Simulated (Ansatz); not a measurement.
Reactions of CH$_{6}$N$_{2}$Si$_{2}$ (`N#C[SiH2]N[SiH3]`).

Calculated with Ansatz (gas phase, PBE0-D4/def2-TZVP geometries, no zero-point term in ΔE). CCSD(T)/CBS adds triple-zeta CCSD(T) − MP2 to the extrapolated MP2 energy (def2 sets, frozen cores). This one scheme is used for every species. DFT in def2-TZVPP. One conformer a species, not always the lowest.

```
                                                             reaction  B2PLYP (kJ/mol)
                 `N#C[SiH2]N[SiH3]` + HCl → `[SiH3]N[SiH2]Cl` + `C#N`              -62
                  `N#C[SiH2]N[SiH3]` + CH₄ → `C[SiH2]N[SiH3]` + `C#N`               55
`N#C[SiH2]N[SiH3]` + `C[SiH](N)N` → `C[SiH](N)NC#N` + `[SiH3]N[SiH3]`               73
        `N#C[SiH2]N[SiH3]` + `C#CC#C` → `C#C[SiH2]C#N` + `C#CN[SiH3]`               89
      `N#C[SiH2]N[SiH3]` + `O[SiH3]` → `N#CO[SiH3]` + `[SiH3]N[SiH3]`              125
```

Q: Give the CCSD(T)/CBS values in the same order. (An estimate is asked.)

A: The calculation gave: -63, 51, 82, 87, 135 kJ/mol.

Largest T1 diagnostic: 0.014, for `C#N`.
